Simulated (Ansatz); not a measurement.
Reaction (atomization): `C[Si](O)([SiH3])S` → C• + 8 H• + O• + S• + 2 Si•

Calculated with Ansatz (gas phase, PBE0-D4/def2-TZVP geometries, no zero-point term in ΔE). CCSD(T)/CBS is the MP2 limit (def2-TZVPP, def2-QZVPP) plus CCSD(T) − MP2 in def2-TZVPP, frozen cores. This one scheme is used for every species, atoms too. Functionals use def2-TZVPP. No spin–orbit coupling; open shells (•) take unrestricted orbitals. Spin–orbit coupling would lower the free atoms: a little for C, O, S, Si. One conformer a species, not always the lowest.

Problem. What is ΔE at CCSD(T)/CBS? (Estimate.)

Solution. Computed: +4465.7 kJ/mol.

Problem. What do these levels give: PBE-D4, r2SCAN-D4, PBE0-D4, ωB97X-V, B2PLYP, PBE, HF/def2-TZVPP, MP2/def2-TZVPP, CCSD/def2-TZVPP, HF/def2-QZVPP, SCS-MP2/def2-QZVPP, HF/CBS(def2)? (Estimate.)

Solution. Computed: PBE-D4 4473.6, r2SCAN-D4 4464.3, PBE0-D4 4428.0, ωB97X-V 4481.6, B2PLYP 4386.0, PBE 4440.1, HF/def2-TZVPP 3294.2, MP2/def2-TZVPP 4371.8, CCSD/def2-TZVPP 4285.5, HF/def2-QZVPP 3300.9, SCS-MP2/def2-QZVPP 4458.4, HF/CBS(def2) 3301.9 kJ/mol.

Largest T1 diagnostic among the species: 0.012.

In def2-TZVPP, CCSD(T) changes the Hartree–Fock value by +1047.3 kJ/mol (the triples alone add +56.0 kJ/mol) and MP2 by +1077.6 kJ/mol; breaking electron pairs costs correlation energy, which Hartree–Fock lacks. The D4 term adds +54.2 kJ/mol with B3LYP and +28.9 kJ/mol with PBE0; it sums over pairs of atoms, weighted by their polarisabilities, and B3LYP, whose exchange is more repulsive, gets the larger term. From PBE to PBE0 (25 % exact exchange), in def2-TZVPP and without D4, ΔE moves by −41.0 kJ/mol: exact exchange takes away binding that semilocal exchange gives to molecules.

B3LYP here is the variant with VWN-RPA as its local correlation; programs differ in this.

For atomizations the MP2-based limit and the directly extrapolated one differ by several kJ/mol either way, and by 10 to 25 for some Ge, Se and Sn compounds, so smaller differences from it don't rank the levels.
